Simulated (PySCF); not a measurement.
C5H8FO2S (doublet state).
Structure used (GFN2-xTB), in Å, numbered top down from 1:
```
atom  x, y, z in Å
O1     0.1272    1.2120    2.3717
S2     0.2132    1.1336    0.9384
O3    -0.1908    2.2965    0.1937
C4     1.8011    0.5691    0.4346
C5     1.6727   -0.6280   -0.4006
C6     0.2201   -0.6963   -0.8944
C7    -0.6764   -0.3290    0.2733
C8    -2.0817    0.0833   -0.0985
F9    -2.7553   -0.9624   -0.6864
H10    2.7079    0.9290    0.8735
H11    1.9104   -1.5326    0.1809
H12    2.3786   -0.6152   -1.2379
H13    0.0772    0.0445   -1.6837
H14   -0.0180   -1.6819   -1.2945
H15   -0.6750   -1.0912    1.0520
H16   -2.6535    0.3747    0.7871
H17   -2.0647    0.9059   -0.8192
```

The hyperfine couplings belong to this conformer and change with its torsions.

Identity: `C1C[CH]S(=O)(=O)[C@H]1CF` [radical].

Method: UKS B3LYP, pcH-1 on C F H O S, non-relativistic, mean-field spin-orbit, GIAO (PySCF 2.14.0). One conformer (not necessarily the lowest) at the GFN2-xTB geometry, without solvent, vibrations or thermal averaging. The geometry wasn't refined by DFT: couplings that depend on bond lengths, twists or pyramidal angles can differ widely from those at the functional's own minimum. No stability test was run, so a lower SCF solution isn't excluded.

What is the g tensor, term by term?

| Δg (ppm) | 1 | 2 | 3 |
| --- | --- | --- | --- |
| relativistic mass correction | -163 | -163 | -163 |
| gauge correction | 28 | 9 | 20 |
| orbital Zeeman/spin–orbit | -614 | 479 | 755 |
| total | -750 | 325 | 612 |

So g = 2.00157, 2.00264, 2.00293 and g_iso = 2.00238; the tensor is rhombic: the two nearest values differ by 21 % of g3 − g1. Axes: g1 points within 15° of the C4–C5 bond and g3 points within 13° of the S2–C4 bond.

What are the electron Larmor frequencies g μB B/h along the three axes at 340 mT?

9.5249, 9.5300, 9.5314 GHz for g1, g2 and g3, a range of 6.5 MHz.

What effective moment and Curie constant follow for a powder?

With the mean of g² = 4.0095 and S(S+1) = 0.75: μ_eff = √(⟨g²⟩S(S+1)) = 1.734 μB and χT = 0.12505·⟨g²⟩·S(S+1) = 0.376 cm³ K/mol (cgs; spin-Hamiltonian part alone).

How much does each term add to the isotropic shift?

The orbital-Zeeman/spin–orbit term 207, the mass correction -163 and the gauge correction 19 ppm, for a total of 62 ppm. The orbital-Zeeman/spin–orbit term is the largest in size. The mass correction is the same along every axis, so the anisotropy comes from the other two: their spans along these axes are 18 (gauge) and 1368 ppm (orbital Zeeman/spin–orbit).

In a frozen sample, at which fields do the three g values resonate at 9.5, 34, 94 and 263 GHz (hyperfine left aside), and which band first spreads them over more than twice a line width of 0.5 mT?

```
band    GHz  B(g3) mT  B(g2) mT  B(g1) mT  spread mT
   X    9.5    338.88    338.93    339.11       0.23
   Q   34.0   1212.83   1213.01   1213.66       0.82
   W   94.0   3353.13   3353.61   3355.41       2.28
   J  263.0   9381.63   9382.97   9388.01       6.38
```

The spread grows in proportion to the frequency. W band is the first where it exceeds 1.0 mT.

The Mulliken spin populations are largest on C4 (+0.94), C5 (-0.08) and H11 (+0.06). C4 is the only atom above +0.15. The angles at C4 add up to 358.6°, so it is planar; its axial dipolar tensor and the negative coupling of its proton fit spin in a p orbital normal to that plane.

The HOMO–LUMO gaps are 7.36 eV among the α and 4.90 eV among the β orbitals.

Time: 2.5 min (grids of density and orbitals included); peak memory 1.1 GiB. Hardware: an Arm Neoverse V1 with one thread (shared host).
